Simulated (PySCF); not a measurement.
# Two-photon absorption: SMILES CC=C=C=C=C(C)[Se]C, C$_{8}$H$_{10}$Se

Geometry:
| atom | x (Å) | y (Å) | z (Å) |
| --- | --- | --- | --- |
| C1 | 4.159 | -0.613 | 0.481 |
| C2 | 3.062 | -0.424 | -0.520 |
| C3 | 1.912 | 0.178 | -0.284 |
| C4 | 0.796 | 0.766 | -0.043 |
| C5 | -0.320 | 1.354 | 0.190 |
| C6 | -1.472 | 1.947 | 0.437 |
| C7 | -1.725 | 3.414 | 0.255 |
| Se8 | -2.985 | 0.969 | 1.069 |
| C9 | -2.195 | -0.795 | 1.131 |
| H10 | 4.375 | -1.685 | 0.625 |
| H11 | 5.093 | -0.147 | 0.127 |
| H12 | 3.897 | -0.177 | 1.455 |
| H13 | 3.238 | -0.823 | -1.530 |
| H14 | -2.038 | 3.877 | 1.205 |
| H15 | -0.818 | 3.922 | -0.099 |
| H16 | -2.531 | 3.583 | -0.477 |
| H17 | -1.342 | -0.804 | 1.822 |
| H18 | -2.977 | -1.476 | 1.494 |
| H19 | -1.869 | -1.100 | 0.128 |

Computed, not measured: TDDFT CAM-B3LYP/aug-cc-pVDZ excited states, vertical, gas phase in PySCF. Geometry: PBE0-D3(BJ)/def2-SVP.

The calculation is non-relativistic, which matters for the atoms heavier than Zn.

Task: Give the one- and two-photon strengths of the lowest singlets.

Result: δ for parallel linear polarisation; σ at the peak of a Lorentzian of half width 0.1 eV, single beam; Ω is circular over linear.
```tsv
state	E (eV)	f	photon λ (nm)	δ (au)	σ (GM)	Ω	main
S1	3.19	0.000	778	0.18	0.00	1.50	HOMO→LUMO 0.91
S2	3.99	0.000	622	0.14	0.00	1.47	HOMO−1→LUMO+1 0.85
S3	4.33	0.133	573	450	3.09	0.73	HOMO→LUMO+1 0.72, HOMO−1→LUMO 0.19
S4	4.65	0.001	534	14.1	0.11	1.35	HOMO→LUMO+2 0.23, HOMO→LUMO+12 0.19
S5	5.03	0.032	493	233	2.16	1.32	HOMO→LUMO+2 0.49, HOMO→LUMO+3 0.26
S6	5.16	1.371	480	123	1.20	1.25	HOMO−1→LUMO 0.65, HOMO→LUMO+1 0.14
```

Among these, the strongest one-photon state is S6, the strongest two-photon state S3, with a dipole change of 2.5 D (relaxed, norm of the difference vector).
